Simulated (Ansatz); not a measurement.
CH$_{5}$BBrN, SMILES `CB(N)Br`. The species carries charge 0 and has multiplicity 1. Correlated methods include outer-core shells of Br, which these sets cover unevenly. Scalar relativity is left out up to krypton.

| atom | x (Å) | y (Å) | z (Å) |
| --- | --- | --- | --- |
| C1 | -0.815 | -0.385 | -0.795 |
| B2 | 0.054 | 0.435 | 0.210 |
| N3 | 1.153 | -0.070 | 0.887 |
| Br4 | -0.411 | 2.299 | 0.559 |
| H5 | -1.857 | -0.415 | -0.464 |
| H6 | -0.466 | -1.414 | -0.920 |
| H7 | -0.822 | 0.096 | -1.777 |
| H8 | 1.701 | 0.473 | 1.532 |
| H9 | 1.464 | -1.019 | 0.769 |

(1) Give the diagnostics of a CCSD(T)/def2-TZVPP run (frozen core, the Gaussian-basis code of Ansatz). (Best estimate.)

Answers

(1) The calculation gave: T1 = 0.0093, largest single amplitude 0.029, largest double 0.035, (T) share of the correlation energy 3.6 %, 9 CCSD cycles. The RHF solution is stable towards an unrestricted one. T1 lies under the customary mark of 0.02 for closed shells.
